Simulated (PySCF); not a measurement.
## Calculated data, CH$_{7}$BNSi

Calculation on a computer-drawn molecule: the log of a Hartree-Fock and frozen-core CCSD(T) single point meant for a local Hartree-Fock minimum, with one planted fault or none, to be diagnosed. Offsets are logged minus clean, where the clean run is the same molecule without the fault. The reference is restricted for singlets and unrestricted otherwise, and also for a bond in bohr or an excited solution. Adding or removing an electron swaps singlet and doublet. The excited solution moves the top pair (singlet) or top alpha electron (doublet) to the lowest empty orbital. Highest occupied and lowest empty are orbital energies over both spins, largest force is the largest gradient component, triples share is (T) over the correlation energy, the T1 limit is 0.02 restricted and 0.045 unrestricted, electrons count all cores, a negative frequency is imaginary (commonest isotopes), and the dipole is about the centre of nuclear charge. Program: PySCF 2.14.0.

```xyz
11
formula=CH7BNSi meant_charge=1 meant_multiplicity=1 meant_basis=cc-pV(D+d)Z logged_electrons=38 logged_basis_functions=100 logged_SCF_converged=yes logged_spin_squared=2.0107 logged_highest_occupied=-13.372 logged_lowest_empty=-7.5027 logged_largest_force=0.057952 logged_T1_diagnostic=0.019641 logged_D1_diagnostic=0.090316 logged_triples_share=0.030419 logged_CC_converged=yes logged_dipole_magnitude=1.9399 logged_SCF_stable_within_its_kind=yes logged_energy_HF=-409.6881 logged_energy_CCSD(T)=-410.22793 possible_faults=no_fault,one_electron_removed,one_electron_added,multiplicity_raised_by_two,geometry_at_a_saddle_point,SCF_held_on_an_excited_solution,minimal_basis_STO-3G,one_bond_length_entered_in_bohr,all_coordinates_scaled planted_fault=multiplicity_raised_by_two HF_energy_offset_from_clean_run=68.75 CCSD(T)_energy_offset_from_clean_run=73.36
C     -1.4547     0.7709    -0.1244
Si    -0.0319    -0.3891    -0.0855
B      1.5019    -0.3589     1.2890
N      2.4890    -1.2995     1.1924
H     -1.4031     1.5279     0.6575
H     -1.5008     1.2550    -1.1066
H     -2.3827     0.1961    -0.0174
H     -0.0635    -1.4005    -1.1564
H      1.4780     0.4836     2.1297
H      3.2543    -1.3206     1.8419
H      2.5473    -2.0231     0.5034
```

Units: logged_highest_occupied, logged_lowest_empty in eV; logged_largest_force in hartree/bohr; logged_dipole_magnitude in debye; logged_energy_HF, logged_energy_CCSD(T) in hartree; HF_energy_offset_from_clean_run, CCSD(T)_energy_offset_from_clean_run in kcal/mol.

Drawn bonds:
```csv
atom,other atom,order
1,2,1
2,3,1
3,4,1
1,5,1
1,6,1
1,7,1
2,8,1
3,9,1
4,10,1
4,11,1
```
